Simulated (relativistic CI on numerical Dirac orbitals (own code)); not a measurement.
Judd-Ofelt analysis for Ho4+

Computed by Dirac-Coulomb-Breit CI, orbitals from a KLI potential per configuration, model QED, valence Slater integrals scaled by 0.85 (own radial code, finite nucleus).

Configuration 4f⁹ alone, in intermediate coupling. Take Ω₂ = 1.4, Ω₄ = 1.57, Ω₆ = 2.67 (10⁻²⁰ cm²) and refractive index n = 1.97 as given. A_ED = 64π⁴e²ν³ n(n² + 2)²/[27h(2J + 1)] Σ Ω_λ |U^λ|², in Gaussian units with ν in cm⁻¹, and A_MD is n³ times the free-ion magnetic-dipole rate; a dash marks a rate that is forbidden or under 2 % of the level's free-ion decay.

Emitting level ⁴I°15/2 at 22134 cm⁻¹ (radiative decay alone: multiphonon quenching in a host is left out, and the level can lie too high or too low):

| To | ν (cm⁻¹) | U² squared | U⁴ squared | U⁶ squared | Free-ion A(M1) (s⁻¹) |
| --- | --- | --- | --- | --- | --- |
| ⁶H°15/2 | 22134 | 0.0090 | 0.0003 | 0.0884 | 24.5 |
| ⁶H°13/2 | 17917 | 0.0070 | 0.0062 | 0.0108 | 2.81 |
| ⁶H°11/2 | 15175 | 0.0059 | 0.0032 | 0.0007 | - |
| ⁶H°9/2 | 13017 | 0.0000 | 0.0150 | 0.0001 | - |
| ⁶F°11/2 | 12433 | 0.0035 | 0.0348 | 0.0027 | - |
| ⁶H°7/2 | 11323 | 0.0000 | 0.0033 | 0.0004 | - |
| ⁶F°9/2 | 11196 | 0.0000 | 0.0214 | 0.0089 | - |
| ⁶H°5/2 | 10072 | 0.0000 | 0.0000 | 0.0010 | - |
| ⁶F°7/2 | 8762 | 0.0000 | 0.0005 | 0.0008 | - |
| ⁶F°5/2 | 7045 | 0.0000 | 0.0000 | 0.0000 | - |
| ⁶F°3/2 | 6200 | 0.0000 | 0.0000 | 0.0025 | - |
| ⁶F°1/2 | 5521 | 0.0000 | 0.0000 | 0.0000 | - |

(1) Give the rates, branching ratios and the radiative lifetime.

## Answers

(1) The rates are:

| To | λ (nm) | A_ED (s⁻¹) | A_MD (s⁻¹) | β (%) |
| --- | --- | --- | --- | --- |
| ⁶H°15/2 | 452 | 925 | 187 | 82.9 |
| ⁶H°13/2 | 558 | 95.1 | 21.5 | 8.7 |
| ⁶H°11/2 | 659 | 18.1 | 0 | 1.3 |
| ⁶H°9/2 | 768 | 18 | 0 | 1.3 |
| ⁶F°11/2 | 804 | 43.9 | 0 | 3.3 |
| ⁶H°7/2 | 883 | 3.1 | 0 | 0.2 |
| ⁶F°9/2 | 893 | 27.5 | 0 | 2.1 |
| ⁶H°5/2 | 993 | 0.952 | 0 | 0.1 |
| ⁶F°7/2 | 1141 | 0.7 | 0 | 0.1 |
| ⁶F°5/2 | 1420 | 0 | 0 | 0.0 |
| ⁶F°3/2 | 1613 | 0.544 | 0 | 0.0 |
| ⁶F°1/2 | 1811 | 0 | 0 | 0.0 |

τ_rad = 7.46e-04 s. Computed level positions enter as ν³, so measured ones would change the rates. For the strongest line (452 nm) and an assumed effective width Δλ = 6.1 nm (300 cm⁻¹), the Füchtbauer-Ladenburg formula σ = λ⁴A/(8πcn²Δλ) gives a peak emission cross-section of 0.26 × 10⁻²⁰ cm².
